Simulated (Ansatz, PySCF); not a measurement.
GaH2I (SMILES [GaH2][I]) and H2O (SMILES O) are pulled apart as rigid monomers along the line of their centres of mass, from the B3LYP-D3(BJ)/def2-TZVP minimum. Starting geometry (charge 0, multiplicity 1):
```xyz
7

Ga    -0.02731    -1.20652     1.50893
I     -0.16180     1.06806     0.28494
H      1.39650    -1.83710     1.48392
H     -1.41063    -1.91962     1.66195
O      0.00023    -0.21345     3.45195
H      0.16471     0.71532     3.21998
H     -0.87118    -0.23942     3.86947
```

Interaction energies with rigid monomers; basis-set methods are counterpoise corrected unless marked otherwise.

Cores are frozen in the correlated methods. Filled d and f shells under p-block atoms count as core. Rows in STO-3G carry no dispersion term and start afresh at each structure; the Pople sets are all-electron and without relativity.

Codes used: Ansatz (Gaussian orbitals); PySCF for STO-3G rows, the dispersion terms. Values without a source in brackets are computed. In def2 rows elements past Kr take small-core potentials, without spin–orbit coupling.

```csv
Ga1···O5 (Å),HF/STO-3G (no counterpoise) (kJ/mol),PBE-D3(BJ)/def2-TZVPPD (kJ/mol),r2SCAN-D3(BJ)/def2-TZVPPD (kJ/mol),r2SCAN-D4/def2-TZVPPD (kJ/mol),MP2/def2-SVPD (kJ/mol)
2.01,-189.9,-64.2,-79.0,-78.8,-54.7
2.18,-167.5,-74.3,-85.6,-85.3,-69.5
2.46,-113.3,-64.9,[?],-71.6,-62.8
2.94,-39.8,-38.3,-41.1,-40.9,-37.5
3.74,-6.6,-14.1,-14.4,[?],-13.9
```

Some entries are withheld; supply them.


- 3.74, r2SCAN-D4/def2-TZVPPD (kJ/mol): -14.3
- 2.46, r2SCAN-D3(BJ)/def2-TZVPPD (kJ/mol): -71.8

Ansatz is a first-principles code.
